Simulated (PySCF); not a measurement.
C₃H₆BFO₂, SMILES CCC(=O)B(O)F.

The structure is a stationary point at r2SCAN-D4/def2-SVP. This is a generated structure with no PubChem entry under its InChIKey; it may be hypothetical. One conformer was computed; it need not be the lowest.

The numbers are results of B3LYP/def2-TZVP in PySCF, not measurements.

Computed frontier levels, gap, dipole moment and polarisability:
The highest occupied level is -6.87 eV, the lowest empty level is -2.01 eV and the orbital gap is 4.87 eV. The dipole moment is 3.41 D. The quadrupole, principal values (traceless, Buckingham form, about the centre of nuclear charge) is -9.74, 2.16, 7.57 D·Å. The mean static polarisability is 55.5 bohr³ (8.22 Å³). The polarisability, principal values comes out as 42.0, 59.1, 65.4 bohr³.
